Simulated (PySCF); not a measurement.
Molecule: SMILES [BH3-]C#[N+]C, C$_{2}$H$_{6}$BN.

Atoms are numbered as in `[BH3-:1][C:2]#[N+:3][CH3:4]`; H(Xn) means a hydrogen on atom n.

Geometry PBE0-D3(BJ)/def2-SVP throughout; GIAO in PySCF 2.14.0 with density-fitted response routines, gas phase, one conformer, non-relativistic; equivalent atoms averaged; basis pcSseg-2.

**Question.** How do the absolute shieldings σ depend on the functional? (ppm; last column core-seconds on shared hosts with different chips, so compare them loosely)

**Answer.** 
```
functional                    kind     B1    C2     C4     N3  H(C4)  H(B1)  core-s
        HF            Hartree–Fock  158.9  26.3  165.8  109.2  28.50  30.74     5.8
       LDA                     LDA  154.3  18.1  155.0  101.0  27.56  29.57      15
       PBE                     GGA  152.8  23.0  152.6  102.9  27.94  30.00      17
      BLYP                     GGA  150.0  19.2  148.4   99.3  28.09  30.24      18
      BP86                     GGA  152.4  23.4  152.1  102.8  28.00  30.06      17
      OPBE                     GGA  155.1  32.5  156.5  110.4  27.97  30.00      18
       KT2                     GGA  155.4  35.7  154.9  112.4  27.87  29.99      18
       KT3                     GGA  153.8  35.8  153.4  112.5  28.03  30.21      17
     B97-D                     GGA  152.1  26.8  151.6  106.8  28.12  30.27      17
     B3LYP           global hybrid  152.2  19.4  152.6  100.6  28.14  30.31      12
      PBE0           global hybrid  155.2  23.3  157.3  104.2  28.05  30.14      12
  mPW1PW91           global hybrid  154.7  22.6  156.4  103.3  28.09  30.19      12
      WP04           global hybrid  144.8  13.1  142.3   96.6  28.40  30.71      16
     B97-2           global hybrid  154.5  26.0  156.2  106.6  28.15  30.26      23
 BHandHLYP           global hybrid  154.9  20.9  158.0  103.1  28.23  30.44      22
 CAM-B3LYP  range-separated hybrid  154.0  18.8  156.5  101.8  28.14  30.29      30
   wB97X-D  range-separated hybrid  155.1  22.6  157.2  102.0  28.21  30.27      29
   LC-wPBE  range-separated hybrid  156.3  19.7  161.4  104.8  28.26  30.30      39
```

**Question.** Which nucleus moves most, in ppm?

**Answer.** C4 (methyl carbon bonded to N): from 142.3 ppm with WP04 to 165.8 ppm with HF. The smallest spread is 0.93 ppm, at H(C4). Proton shifts span only some 12 ppm, so a few tenths of a ppm matter as much there as several ppm in carbon.
